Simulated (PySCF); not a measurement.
PySCF 2.14 output of an unrestricted B3LYP calculation on a single atom or ion in Sapporo-DKH3-DZP-2012, with the spin-free X2C one-electron Hamiltonian (Gaussian nucleus):

```
SCF conv_tol = 1e-09
number electrons alpha = 17  beta = 15
    P. J. Stephens, F. J. Devlin, C. F. Chabalowski, and M. J. Frisch.,  J. Phys. Chem. 98, 11623 (1994)
cycle= 1 E= -2260.34546159779  delta_E= -0.00887  |g|= 0.0976  |ddm|= 0.144
cycle= 2 E= -2260.34525774092  delta_E= 0.000204  |g|= 0.106  |ddm|= 0.0431
cycle= 3 E= -2260.34629675013  delta_E= -0.00104  |g|= 0.00244  |ddm|= 0.024
cycle= 4 E= -2260.34629757989  delta_E= -8.3e-07  |g|= 0.0002  |ddm|= 0.00153
cycle= 5 E= -2260.34629759012  delta_E= -1.02e-08  |g|= 8.79e-06  |ddm|= 0.000185
cycle= 6 E= -2260.34629759015  delta_E= -2.96e-11  |g|= 5.45e-07  |ddm|= 9.46e-06
converged SCF energy = -2260.34629759015  <S^2> = 2.0019224  2S+1 = 3.0012814
```

The run itself started from symmetry-adapted Hartree-Fock orbitals and held the occupation by maximum overlap, on a logarithmic radial grid, so the iterations belong to that start.

Which element, charge and spin multiplicity is this?

As⁺ (arsenic, charge +1), multiplicity 3; the state was [Ar] 3d10 4s2 4p2, high-spin 3P determinant.
